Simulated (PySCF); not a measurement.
**C₆ coefficients of unlike pairs at PBE0**

Calculated with PySCF 2.14 from the dipole response of each species, C₆(A,B) = (3/π) ∫ α_A(iu) α_B(iu) du, in atomic units, from isotropic polarisabilities. For ions this is the dispersion term alone; charge-induced terms of lower order in 1/R come first.

| species | configuration | basis | relativity | α (bohr³) | C₆ (like pair) |
| --- | --- | --- | --- | --- | --- |
| Sc²⁺ | [Ar] 3d1 (2D) | aug-cc-pVTZ (8s7p5d3f2g) | none | 4.796 | 14.00 |
| Pb³⁺ | [Xe] 4f14 5d10 6s1 (2S) | aug-cc-pVQZ-PP with ECP60MDF (7s7p5d3f2g) | core potential | 8.734 | 46.25 |
| I²⁺ | [Kr] 4d10 5s2 5p3 (4S) | aug-cc-pwCVDZ-PP with ECP28MDF (6s5p4d1f) | core potential | 13.87 | 95.48 |
| Bi³⁺ | [Xe] 4f14 5d10 6s2 (1S) | def2-QZVPPD with the def2 core potential (60 electrons) (8s6p5d4f1g) | core potential | 9.914 | 60.41 |

Estimate C₆ for I²⁺ with Pb³⁺.

The integral gives 65.57. The combination rule 2 C_A C_B / (C_A α_B/α_A + C_B α_A/α_B) gives 66.12 and the geometric mean 66.45.

No spin-orbit coupling is included.

The other pairs:

```json
{"pair": "Bi³⁺, Pb³⁺", "C₆": "52.84"}
{"pair": "Bi³⁺, Sc²⁺", "C₆": "29.04"}
{"pair": "Bi³⁺, I²⁺", "C₆": "75.05"}
{"pair": "Pb³⁺, Sc²⁺", "C₆": "25.42"}
{"pair": "I²⁺, Sc²⁺", "C₆": "35.95"}
```
